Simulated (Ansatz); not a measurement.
Computed with frozen-core CCSD(T)/def2-TZVPP // B3LYP-D3(BJ)/def2-TZVP (Ansatz, a quantum-chemistry and plane-wave program).

Ansatz 0.2 input:
```yaml
crystal:
  periodic: [false, false, false]
  atoms:
    - { symbol: F, position_ang: [-0.869526, 1.339533, -0.036602] }
    - { symbol: Si, position_ang: [-0.107534, -0.061586, 0.000318] }
    - { symbol: Cl, position_ang: [1.910687, 0.283489, 0.011641] }
    - { symbol: H, position_ang: [-0.455425, -0.806947, -1.218102] }
    - { symbol: H, position_ang: [-0.478201, -0.754491, 1.242745] }
basis:
  gaussian: { orbitals: def2-TZVPP }
correlation:
  method: ccsd_t
```

Output:

```
Functional definition: HF
852 factors; integrals over basis functions are off by at most 7.8e-4 eV
mean field evaluation 1: about -23106.8024 eV, gradient 2.8e1 eV
mean field evaluation 2: about -23106.9548 eV, gradient 2.8e1 eV
mean field evaluation 4: about -23108.5771 eV, gradient 2.1e0 eV
mean field evaluation 8: about -23108.6041 eV, gradient 1.7e-1 eV
mean field evaluation 16: about -23107.9366 eV, gradient 1.8e1 eV
mean field -23108.60423623 eV, -849.2255421070 hartree, gradient 3.5e-6 eV, S^2 0.000000; 0 other end points of the search recorded, 0 dependent functions left out
11 core orbitals not correlated
reference -23108.60423623 eV, -849.2255421070 hartree; 10, 10 occupied and 122, 122 virtual orbitals, 852 factors
second order -15.27089802 eV of doubles, -0.00000000 eV of singles
cycle   1  -15.68989529 eV  change   -4.2e-1 eV  update   7.8e-2
cycle   2  -16.02318905 eV  change   -3.3e-1 eV  update   2.3e-2
cycle   3  -16.10092456 eV  change   -7.8e-2 eV  update   1.1e-2
cycle   4  -16.09278275 eV  change    8.1e-3 eV  update   2.2e-3
cycle   5  -16.09164686 eV  change    1.1e-3 eV  update   8.7e-4
cycle   6  -16.09198987 eV  change   -3.4e-4 eV  update   2.5e-4
cycle   7  -16.09187011 eV  change    1.2e-4 eV  update   8.5e-5
cycle   8  -16.09184969 eV  change    2.0e-5 eV  update   2.3e-5
perturbative correction -0.53225592 eV, -0.0195600444 hartree
Total energy: -23125.22834184 eV, -849.8364667200 hartree
```

Cost: roughly 15 core-seconds.
